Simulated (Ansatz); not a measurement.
`C=[C](F)[AlH][OH]` + `N[SiH3]` → `C=C(F)N[SiH3]` + `[OH][AlH2]`  (substitution at a C–Al bond)

Calculated with Ansatz (gas phase, PBE0-D4/def2-TZVP geometries, no zero-point term in ΔE). CBS: MP2 limit from def2 TZ/QZ plus the TZ coupled-cluster correction, frozen cores. This one scheme is used for every species. Functionals use def2-TZVPP. Each species was taken in one conformer, which may not be the lowest.

`C=[C](F)[AlH][OH]`:

Z-matrix (Å, degrees):
```
C
C 1 1.327
H 1 1.083 2 119.0
H 1 1.086 2 122.3 3 -180.0
F 2 1.362 1 118.1 3 -180.0
Al 2 1.954 1 124.8 3 -0.0
O 6 1.694 2 113.1 1 0.1
H 6 1.579 2 124.5 1 -179.9
H 7 0.955 6 124.2 2 -180.0
```

`N[SiH3]`:

```xyz
7

N    -0.902    0.301    0.484
Si    0.600   -0.091   -0.258
H    -1.214   -0.226    1.284
H    -1.684    0.575   -0.088
H     1.628   -0.182    0.810
H     0.637   -1.375   -1.021
H     0.935    0.999   -1.211
```

`C=C(F)N[SiH3]`:

```xyz
11

C     0.087    2.135    0.484
C    -0.070    0.941   -0.074
F    -0.537    0.842   -1.330
N     0.175   -0.307    0.427
Si   -0.078   -1.806   -0.421
H    -0.162    3.025   -0.072
H     0.462    2.224    1.493
H     0.530   -0.315    1.369
H     0.756   -1.900   -1.643
H    -1.501   -1.999   -0.792
H     0.337   -2.840    0.559
```

`[OH][AlH2]`:

Z-matrix (Å, degrees):
```
Al
O 1 1.696
H 1 1.585 2 119.7
H 1 1.577 2 116.0 3 -180.0
H 2 0.956 1 123.4 3 -0.0
```

Task: Is it downhill or uphill in electronic energy at CCSD(T)/CBS, and by how much? (An estimate is asked.)

Result: Computed: Uphill: ΔE = +33.1 kJ/mol.

Task: What do these levels give: B97M-V, r2SCANh-D4, r2SCAN0-D4, BHLYP-D4, B2PLYP, MP2/def2-QZVPP? (An estimate is asked.)

Result: The calculation gave: B97M-V 14.6, r2SCANh-D4 21.5, r2SCAN0-D4 20.7, BHLYP-D4 23.4, B2PLYP 28.3, MP2/def2-QZVPP 29.0 kJ/mol.

Largest T1 diagnostic among the species: 0.013.

In def2-TZVPP, CCSD(T) changes the Hartree–Fock value by +6.4 kJ/mol (the triples alone add +0.3 kJ/mol) and MP2 by +3.8 kJ/mol. At CCSD(T), def2-SVP lies −26.3 kJ/mol from the extrapolated value and def2-TZVPP −4.0 kJ/mol.
